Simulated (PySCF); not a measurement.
Atomic charges by several schemes

Species: C7H7NO2.
SMILES with atom numbers: `[CH3:1][C:2](=[O:3])[c:4]1[cH:5][n:6][cH:7][cH:8][c:9]1[OH:10]` (hydrogens: H11, H12, H13 on C1; H14 on C5; H15 on C7; H16 on C8; H17 on O10)

Structure used (GFN2-xTB), in Å, numbered top down from 1:
```
atom  x, y, z in Å
C1     2.5128   -0.4439   -0.5318
C2     1.4476    0.5540   -0.1714
O3     1.7263    1.7376   -0.0237
C4     0.0726    0.0680   -0.0029
C5    -0.2945   -1.2741   -0.1633
N6    -1.5158   -1.7326   -0.0181
C7    -2.4741   -0.8675    0.3033
C8    -2.2556    0.4780    0.4907
C9    -0.9566    0.9799    0.3387
O10   -0.7431    2.2759    0.5188
H11    2.5850   -1.2107    0.2365
H12    3.4663    0.0717   -0.6187
H13    2.2735   -0.9235   -1.4785
H14    0.4424   -2.0210   -0.4243
H15   -3.4628   -1.2924    0.4114
H16   -3.0512    1.1565    0.7507
H17    0.2203    2.4561    0.3729
```

Density: PBE0/pcSseg-1 (PySCF); schemes: Mulliken, IAO, Hirshfeld and ESP-fitted. One conformer (not necessarily the lowest) at the GFN2-xTB geometry, without solvent, vibrations or thermal averaging.

**Question.** Atoms with like bonding are taken together and averaged. Do the Mulliken, IAO, Hirshfeld and ESP-fitted schemes agree on where the charge is lowest?

**Answer.** The schemes don't all agree: Mulliken C4 (-0.517); IAO C1 (-0.472); Hirshfeld O3 (-0.205); ESP-fitted C4 (-0.881).

**Question.** At which atom do the 4 schemes differ most?

**Answer.** At C4: from -0.881 (ESP-fitted) to -0.057 e (Hirshfeld), 0.824 e apart.

**Question.** Which atoms carry the highest charge in the Mulliken, IAO, Hirshfeld and ESP-fitted schemes?

**Answer.** The schemes don't all agree: Mulliken C9 (+0.382); IAO C2 (+0.383); Hirshfeld C2 (+0.165); ESP-fitted C9 (+0.920).

**Question.** Give the atomic charges in each scheme.

**Answer.** In e; atoms taken as equivalent share a row and are averaged (×n: the atom named and its like, n in all):

| atom | environment | Mulliken | IAO | Hirshfeld | ESP-fitted |
| --- | --- | --- | --- | --- | --- |
| C1 | methyl carbon next to a carbonyl | -0.239 | -0.472 | -0.119 | -0.510 |
| C2 | ketone carbonyl carbon | +0.314 | +0.383 | +0.165 | +0.783 |
| O3 | ketone oxygen | -0.444 | -0.427 | -0.205 | -0.563 |
| C4 | substituted aromatic carbon | -0.517 | -0.172 | -0.057 | -0.881 |
| C5 | aromatic CH next to a ring nitrogen | +0.275 | +0.013 | +0.025 | +0.637 |
| N6 | pyridine-type nitrogen | -0.435 | -0.303 | -0.179 | -0.776 |
| C7 | aromatic CH next to a ring nitrogen | +0.185 | +0.011 | +0.029 | +0.583 |
| C8 | aromatic CH carbon | -0.188 | -0.225 | -0.072 | -0.816 |
| C9 | aromatic carbon bearing oxygen | +0.382 | +0.275 | +0.107 | +0.920 |
| O10 | phenol-type oxygen | -0.358 | -0.451 | -0.168 | -0.624 |
| H11/H12/H13 | methyl hydrogen | +0.152 | +0.170 | +0.058 | +0.149 |
| H14 | aromatic hydrogen | +0.089 | +0.155 | +0.052 | +0.020 |
| H15 | aromatic hydrogen | +0.111 | +0.164 | +0.058 | +0.041 |
| H16 | aromatic hydrogen | +0.106 | +0.174 | +0.058 | +0.275 |
| H17 | phenol-type hydroxyl hydrogen | +0.262 | +0.364 | +0.132 | +0.464 |

Mean size of the charges over all atoms: ESP-fitted 0.490 e, Mulliken 0.256 e, IAO 0.241 e, Hirshfeld 0.094 e. Each set sums to the total charge, 0, to within 0.001 e. The IAO scheme projects the occupied orbitals on a minimal set of polarised atomic orbitals and counts the electrons in each atom's part of it.

**Question.** Sum the charges by element, for elements with more than one atom.

**Answer.** 
```
element  atoms  Mulliken     IAO  Hirshfeld  ESP-fitted
      C      7    +0.212  -0.187     +0.077      +0.716
      O      2    -0.801  -0.877     -0.374      -1.187
      H      7    +1.024  +1.367     +0.476      +1.247
```

**Question.** How closely do the schemes follow one another over all atoms?

**Answer.** Correlation coefficient and root-mean-square difference: IAO with Hirshfeld 0.97, 0.173 e; Mulliken with ESP-fitted 0.95, 0.314 e; Mulliken with Hirshfeld 0.91, 0.193 e; Mulliken with IAO 0.87, 0.141 e; Hirshfeld with ESP-fitted 0.84, 0.484 e; IAO with ESP-fitted 0.82, 0.381 e.

**Question.** How many electrons does the IAO scheme count on C4?

**Answer.** Z − q = 6 − (-0.172) = 6.172.
